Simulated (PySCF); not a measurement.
C₄H₄BrCl, SMILES ClCC=C=CBr.

Coordinates come from a PBE0-D3(BJ)/def2-SVP optimisation. The structure was generated by enumeration; whether it is a known compound was not checked. One conformer was computed; it need not be the lowest.

All values below come from PBE/def2-TZVP (PySCF).

**Question.** Estimate the frontier levels, gap, dipole moment and polarisability. (An estimate is asked for; the answer gives what the named calculation found.)

**Answer.** 
highest occupied level: -6.29 eV
lowest empty level: -2.30 eV
orbital gap: 4.00 eV
dipole moment: 0.40 D
quadrupole, principal values (traceless, Buckingham form, about the centre of nuclear charge): -10.90, 3.09, 7.81 D·Å
mean static polarisability: 89.3 bohr³ (13.23 Å³)
polarisability, principal values: 57.0, 63.7, 147.1 bohr³
